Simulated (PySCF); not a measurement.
# MS for M along group 14

MP2 with double-zeta basis sets in PySCF, for the lowest determinant that a PBE0 search found; no spin–orbit coupling. De refers to high-spin ground-configuration atoms.

```tsv
M	basis	reference, frozen orbitals	state (unpaired electrons)	Re (Å)	ωe (cm⁻¹)	De (eV)
C	cc-pVDZ/cc-pV(D+d)Z	RHF, 6	singlet (closed shell)	1.553	1303	7.03
Si	x2c-SVPall	RHF, 10	singlet (closed shell)	1.945	762	5.81
Ge	def2-SVP	RHF, 14	singlet (closed shell)	2.023	588	5.31
Sn	def2-SVP	RHF, 9	singlet (closed shell)	2.236	489	4.51
Pb	def2-SVP	RHF, 9	singlet (closed shell)	2.325	436	4.10
```

The shortest bond is that of CS (1.553 Å), the longest that of PbS (2.325 Å). CS is bound most strongly (7.03 eV) and PbS least (4.10 eV).

The rows differ in basis set, which adds steps of its own.

Down a group the atoms grow and get heavier, so bonds lengthen and wavenumbers fall; this series shows no clear exception.

Correlated steps freeze the inner cores (6 to 14 orbitals); shallow outer-core shells are correlated. Correlated levels converge slowly with the basis: in double zeta they bind strong bonds too weakly, by up to about 1 eV, and carry superposition errors of some tenths. Spin–orbit coupling is left out, which matters for elements this heavy, above all for dissociation energies. Where the molecule has an RHF reference, its open-shell atoms are computed with UHF.
